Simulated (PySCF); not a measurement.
A side-by-side comparison of computed properties.

First species: C6H7ClF2.
Atom-mapped SMILES: `[F:1][C@H:2]([Cl:3])[CH:4]=[C:5]1[CH2:6][CH:7]([F:8])[CH2:9]1` (hydrogens: H10 on C2; H11 on C4; H12, H13 on C6; H14 on C7; H15, H16 on C9)

Second species: C7H15OP.
InChI=1S/C7H15OP/c1-6(8)9(5)7(2,3)4/h1-5H3

Levels: PBE0/pcSseg-1 for dipole moment, HOMO energy, LUMO energy and HOMO–LUMO gap; GFN2-xTB for rotational constant A and rotational constant C. Geometries: GFN2-xTB. Each species is one conformer at its optimised geometry, gas phase, non-relativistic unless stated. Electronic properties by PySCF.

Dipoles, sizes and rotational constants follow the conformer. The torsions of the flexible species, by atom-mapped SMILES:
- `[F:1][C@H:2]([Cl:3])[CH:4]=[C:5]1[CH2:6][CH:7]([F:8])[CH2:9]1`: F1–C2–C4–C5 26°
- `[CH3:1][C:2](=[O:3])[P:4]([CH3:5])[C:6]([CH3:7])([CH3:8])[CH3:9]`: C1–C2–P4–C5 -47°, C2–P4–C6–C7 168°

Values for the first species:

```
Dipole moment         : 1.96 D
HOMO energy           : -7.63 eV
LUMO energy           : -0.87 eV
HOMO–LUMO gap         : 6.76 eV
Rotational constant A : 3.256 GHz
Rotational constant C : 0.599 GHz
```

Task: Estimate the same properties for the second species, and the change in each.

Result: 
| property | first | second | second less first |
| --- | --- | --- | --- |
| dipole moment | 1.96 D | 2.66 D | +0.70 D |
| HOMO energy | -7.63 eV | -6.49 eV | +1.14 eV |
| LUMO energy | -0.87 eV | -0.79 eV | +0.08 eV |
| HOMO–LUMO gap | 6.76 eV | 5.70 eV | -1.06 eV |
| rotational constant A | 3.256 GHz | 1.960 GHz | -1.296 GHz |
| rotational constant C | 0.599 GHz | 0.889 GHz | +0.290 GHz |

On the first: In atomic units the dipole is 0.77 e·bohr (1 au = 2.5417 D).

On the second: The dipole matches unit charges of opposite sign 0.55 Å apart (1 e·Å = 4.8032 D).
